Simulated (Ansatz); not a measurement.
Consider the isomerisation: `OC1(F)C=N[SiH2]1` → `FC1N=C[SiH2]O1`.

Computed with Ansatz on PBE0-D4/def2-TZVP structures; ΔE is electronic, products minus reactants. CCSD(T)/CBS is the MP2 limit (def2-TZVPP, def2-QZVPP) plus CCSD(T) − MP2 in def2-TZVPP, frozen cores. DFT in def2-TZVPP. B3LYP here is the variant with VWN-RPA as its local correlation; programs differ in this. Each species was taken in one conformer, which may not be the lowest.

`OC1(F)C=N[SiH2]1`:

Cartesian coordinates in Å:
```
O 0.146 0.840 1.566
C -0.183 -0.111 0.637
F -0.881 -1.140 1.245
C 0.964 -0.663 -0.208
N 0.818 -0.350 -1.439
Si -0.736 0.477 -1.109
H 0.736 0.453 2.225
H 1.811 -1.244 0.182
H -1.920 -0.194 -1.700
H -0.755 1.931 -1.399
```

`FC1N=C[SiH2]O1`:

Z-matrix (Å, degrees):
```
C
N 1 1.451
O 1 1.386 2 113.6
F 1 1.361 2 107.3 3 120.2
H 1 1.094 2 109.5 3 -123.1
C 2 1.270 1 113.6 3 -0.8
Si 3 1.657 1 112.5 2 1.7
H 6 1.089 2 118.1 1 -179.2
H 7 1.482 3 111.3 1 -119.3
H 7 1.482 3 113.3 1 116.3
```

```json
{"level": "PBE-D4", "ΔE (kJ/mol)": "-141.8", "difference from CCSD(T)/CBS": "12.6"}
{"level": "r2SCAN-D4", "ΔE (kJ/mol)": "-156.0", "difference from CCSD(T)/CBS": "-1.6"}
{"level": "B3LYP-D4", "ΔE (kJ/mol)": "-154.1", "difference from CCSD(T)/CBS": "0.3"}
{"level": "ωB97M-V", "ΔE (kJ/mol)": "-150.2", "difference from CCSD(T)/CBS": "4.2"}
{"level": "B2PLYP", "ΔE (kJ/mol)": "-156.1", "difference from CCSD(T)/CBS": "-1.7"}
{"level": "PBE0", "ΔE (kJ/mol)": "-149.2", "difference from CCSD(T)/CBS": "5.2"}
{"level": "B3LYP", "ΔE (kJ/mol)": "-152.9", "difference from CCSD(T)/CBS": "1.5"}
{"level": "HF/def2-TZVPP", "ΔE (kJ/mol)": "-170.6", "difference from CCSD(T)/CBS": "-16.2"}
{"level": "MP2/def2-TZVPP", "ΔE (kJ/mol)": "-157.6", "difference from CCSD(T)/CBS": "-3.2"}
{"level": "SCS-MP2/def2-TZVPP", "ΔE (kJ/mol)": "-158.5", "difference from CCSD(T)/CBS": "-4.1"}
{"level": "CCSD(T)/def2-TZVPP", "ΔE (kJ/mol)": "-156.9", "difference from CCSD(T)/CBS": "-2.5"}
{"level": "MP2/def2-QZVPP", "ΔE (kJ/mol)": "-156.4", "difference from CCSD(T)/CBS": "-2.0"}
{"level": "SCS-MP2/def2-QZVPP", "ΔE (kJ/mol)": "-157.5", "difference from CCSD(T)/CBS": "-3.1"}
{"level": "HF/CBS(def2)", "ΔE (kJ/mol)": "-171.7", "difference from CCSD(T)/CBS": "-17.3"}
{"level": "MP2/CBS(def2)", "ΔE (kJ/mol)": "-155.0", "difference from CCSD(T)/CBS": "-0.6"}
{"level": "CCSD/CBS(def2)", "ΔE (kJ/mol)": "-156.4", "difference from CCSD(T)/CBS": "-2.0"}
{"level": "CCSD(T)/CBS", "ΔE (kJ/mol)": "-154.4", "difference from CCSD(T)/CBS": "0"}
```

Largest T1 diagnostic among the species: 0.013.

In def2-TZVPP, CCSD(T) changes the Hartree–Fock value by +13.7 kJ/mol (the triples alone add +2.0 kJ/mol) and MP2 by +13.1 kJ/mol. From PBE to PBE0 (25 % exact exchange), in def2-TZVPP and without D4, ΔE moves by −8.2 kJ/mol.
